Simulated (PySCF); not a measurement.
A PySCF script (with the pyscf-properties extension) for the NMR shieldings of `C=C(F)BCC#CC`, C$_{6}$H$_{8}$BF, on a GFN2-xTB geometry:

```python
import basis_set_exchange as bse
import numpy as np
from pyscf import gto, dft
from pyscf.prop import nmr

atoms = """
C    -3.719993    0.374280    0.827016
C    -2.646677    0.124474    0.077596
F    -2.894805   -0.298714   -1.200232
B    -1.158145    0.254142    0.500431
C    -0.057155   -0.089307   -0.566368
C     1.314503   -0.147922   -0.101635
C     2.450689   -0.212834    0.274046
C     3.823984   -0.286902    0.728656
H    -4.722447    0.247917    0.450416
H    -3.605205    0.709628    1.840145
H    -0.912852    0.614117    1.584221
H    -0.295941   -1.031743   -1.073781
H    -0.119716    0.670302   -1.357969
H     3.973683   -1.190578    1.319639
H     4.502395   -0.307730   -0.124652
H     4.060082    0.579813    1.346025
"""
names = dict.fromkeys(["C", "F", "B", "H"], "pcSseg-1")
basis = {el: gto.basis.parse(bse.get_basis(n, elements=[el], fmt="nwchem")) for el, n in names.items()}
mol = gto.M(atom=atoms, basis=basis, charge=0, verbose=0)
mf = dft.RKS(mol, xc="PBE0")
mf.grids.level = 2
mf.grids.alignment = dft.numint.BLKSIZE   # the property module wants whole blocks of grid points
mf.conv_tol = 1e-9
mf.kernel()

calc = nmr.RKS(mf)   # GIAO
C = mf.mo_coeff
Co = C[:, mf.mo_occ > 0]
resp = mf.gen_response(singlet=True, hermi=2)
def vind(x):   # induced exchange potential for any number of trial vectors
    d = np.einsum("pi,xij,qj->xpq", C, 2 * x.reshape(-1, C.shape[1], Co.shape[1]), Co, optimize=True)
    return np.einsum("xpq,pi,qj->xij", resp(d - d.transpose(0, 2, 1)), C, Co, optimize=True).ravel()
mo1, _ = nmr.rhf.solve_mo1(calc, with_cphf=vind)
sigma = calc.kernel(mo1)
for i, s in enumerate(sigma):   # ppm
    print("%2d %-2s %9.2f" % (i, mol.atom_pure_symbol(i), np.trace(s) / 3))
```

Task: Give the expected output.

Result: 
```
 0 C      54.05
 1 C      -1.17
 2 F     275.44
 3 B      26.42
 4 C     168.14
 5 C     102.20
 6 C     106.68
 7 C     182.00
 8 H      25.41
 9 H      25.87
10 H      24.81
11 H      28.89
12 H      29.37
13 H      29.74
14 H      29.74
15 H      29.73
```

These numbers come from an equivalent density-fitted implementation of the same equations, which agrees with the script to about 0.01 ppm for H and up to a few tenths of a ppm for heavy atoms, so last digits may differ.

Size and cost of the density-fitted run: 176 basis functions, 27 s wall time on 1 thread of an Arm Neoverse V1, shared host; peak memory 0.82 GiB.
